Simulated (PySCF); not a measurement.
Mapped SMILES: `[O:1]=[C:2]([SiH3:3])[CH2:4][C:5]([Cl:6])([Cl:7])[Cl:8]`. Each H is labelled by its parent atom.

Calculated, not measured (PySCF): GFN2-xTB geometry, σ from GIAO-PBE0/pcSseg-1. A single conformation, averaged over atoms made equivalent by symmetry, fast rotation or ring inversion, non-relativistic Hamiltonian, in vacuum.

References, each an isolated molecule treated in the same way: $^{13}$C (186.93 ppm) and $^{1}$H (31.72 ppm) and $^{29}$Si (349.16 ppm) against TMS; $^{17}$O (336.08 ppm) vs H2O; HCl for $^{35}$Cl (949.78 ppm).

```
      atoms    nucleus  count  δ (ppm)
         O1   $^{17}$O      1    911.8
         C4   $^{13}$C      1        ?
        Si3  $^{29}$Si      1    -82.4
     H(Si3)    $^{1}$H      3     4.28
Cl6/Cl7/Cl8  $^{35}$Cl      3        ?
      H(C4)    $^{1}$H      2     3.60
         C5   $^{13}$C      1    118.8
         C2   $^{13}$C      1    239.2
```

Q: Estimate the values marked ?.

A: 
- C4: 77.2 ppm, sp3 CH2 α to a carbonyl
- Cl6/Cl7/Cl8: 495 ppm, chlorine bonded to C

Carbons that carry Cl, above all several Cl atoms, come out too deshielded, partly because spin–orbit coupling is missing. Shifts are as computed. Against solution values, carbons near 30 ppm lie about +3 ppm off and those near 130 ppm about +5 ppm; carbons on Cl a further +6 ppm. Of 1309 compounds with measured shifts, 239 miss one by over three times the rms of a fit or turn the order of signals round; such compounds aren't used in these exercises. Unscaled 17O shifts of doubly bonded oxygen tend to come out too high, by tens of ppm or more. Experimental scales use liquid or dissolved standards, which lie at an offset from isolated H2O (liquid H2O: subtract about 36 ppm).
